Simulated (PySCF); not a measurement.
Ligands exchanged one at a time, B CH3-I. Isolated molecules, 0 K electronic values unless said otherwise. Strings in code marks are SMILES.

Level of theory: PBE-D3(BJ)/def2-TZVP // PBE0-D3(BJ)/def2-TZVP (PySCF 2.14.0). All candidates: neutral, multiplicity 1. Delta-SCF ions had no search for a lower state. Excitations are Tamm–Dancoff values on a coarser integration grid. The basis has no diffuse functions, so Rydberg states are missing or too high.

```
Property                                       Value
-------------------------------------------  -------
dipole moment                                 1.81 D
brightest of the four lowest singlets (TDA)  5.19 eV
vertical ionisation energy (Delta-SCF)       9.21 eV
```

Say which member has these values.
A) `IB(I)I`
B) `CB(I)I`
C) `CB(C)I`

C, `CB(C)I`. The others give `CB(I)I`: 1.17 D, 4.56 eV, 8.95 eV; `IB(I)I`: 0.00 D, 4.33 eV, 8.72 eV
